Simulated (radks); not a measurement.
Question: The table gives one normalised radial function P(r) = r R(r) (large component) of Pb61+ in [Ar] 3d3 (r in bohr). Method: Dirac Kohn-Sham, PBE, spin-unpolarised, spherical densities, point nucleus; open shells are shared between the two j in proportion to 2j + 1; computed with a radial shooting solver on a logarithmic mesh with Libxc functionals.

r	P
0.001097	0.0002
0.001395	0.0004
0.001759	0.0006
0.002218	0.0010
0.002797	0.0017
0.003556	0.0031
0.004485	0.0053
0.005656	0.0093
0.00719	0.0167
0.009067	0.0294
0.01143	0.0516
0.01454	0.0916
0.01833	0.1575
0.02312	0.2657
0.02916	0.4368
0.03706	0.7047
0.04674	1.0691
0.05895	1.5320
0.07494	2.0603
0.0945	2.5021
0.1192	2.7141
0.1515	2.5426
0.1911	1.9907
0.241	1.2454
0.3039	0.5881
0.3863	0.1860
0.4872	0.0385
0.6144	0.0045
0.781	0.0002
0.985	0.0000

Which n and l does it have? It may be an empty orbital.

Answer: n = 3, l = 2: the number of nodes gives n - l - 1 = 0, the rise at small r points to l (for j = l - 1/2 the large component starts as r^gamma with gamma = sqrt(l^2 - (Z/c)^2) = 1.91 and the r^(l+1) term takes over further out; the orbital of l - 1 with the same j starts with the same power, but with a larger coefficient, and does not steepen), and the extent must fit the shell. The curve is that of 3d3/2; the two j differ most near the nucleus, where j = l - 1/2 has the larger amplitude, and in heavy atoms j = l - 1/2 is also the more compact. 3d3/2: eigenvalue -6530.5 eV, 0 radial nodes, <r> = 0.145 bohr, 90 % of the charge inside 0.222 bohr.
